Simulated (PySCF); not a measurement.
# An excited-state table with gaps

Species: BClH4NP.
InChI=1S/BClH4NP/c2-1(3)4/h3-4H2

Level of theory: TDDFT PBE0/def2-SVPD, vertical, gas phase, core orbitals frozen in the response in PySCF 2.14.0, density-fitted response routines. Geometry: PBE0-D3(BJ)/def2-SVP, one conformer, isolated molecule. Torsions of this conformer, `[NH2:1][B:2]([PH2:3])[Cl:4]`: H–N1–B2–P3 6°, H–N1–B2–P3 -174°, H–P3–B2–N1 -135°, H–P3–B2–N1 -39°.

Lowest singlets, with some entries withheld (?). The highest level found (8.06 eV, f 0.0087 so far) is left out, since the window may have cut off a degenerate partner. Orbitals of the list HOMO-3 to LUMO+2 that lie within 0.01 eV of each other are written together with a slash and their weights summed (≥ marks a lower bound); for degenerate orbitals outside that list single weights are arbitrary.

| state | E (eV) | f | main configurations (H = HOMO, L = LUMO) |
| --- | --- | --- | --- |
| S1 | 6.02 | 0.058 | H→L (95%) |
| S2 | 6.35 | 0.076 | H→L+1 (91%) |
| S3 | 6.72 | 0.031 | H→L+2 (94%) |
| S4 | 7.00 | 0.046 | H-2→L (53%), H-1→L (34%) |
| S5 | ? | 0.038 | H-1→L (44%), H-1→L+1 (27%), H-2→L (22%) |
| S6 | ? | 0.066 | H→L+3 (41%), H-1→L+1 (31%) |
| S7 | ? | 0.084 | H-1→L+1 (35%), H→L+3 (32%), H-2→L (14%) |
| S8 | ? | 0.070 | H→L+4 (69%), H→L+3 (14%), H→L+5 (8%) |
| S9 | ? | 0.025 | H-2→L+1 (85%) |

Q: What stands in place of each question mark?

A: 
- S5: E = 7.27 eV
- S6: E = 7.42 eV
- S7: E = 7.43 eV
- S8: E = 7.72 eV
- S9: E = 7.79 eV

Q: How far apart are S6 and S9, in eV and cm⁻¹?

A: 7.787 − 7.419 = 0.368 eV, or about 2960 cm⁻¹.

Q: What is the vertical ionisation energy by ΔSCF at this level?

A: 9.51 eV; −ε(HOMO) is 7.38 eV.

Q: Where do the lowest triplets lie (Tamm–Dancoff)?

A: T1 5.03 eV, H→L (89%); T2 5.67 eV, H→L+2 (81%); T3 5.99 eV, H-1→L (44%), H→L+1 (25%), H-1→L+1 (9%); T4 6.04 eV, H→L+1 (46%), H-1→L (30%). E(S1) − E(T1) = +0.99 eV.

Time: 20 s of wall time. Hardware: an Arm Neoverse V2 with one thread (shared host).
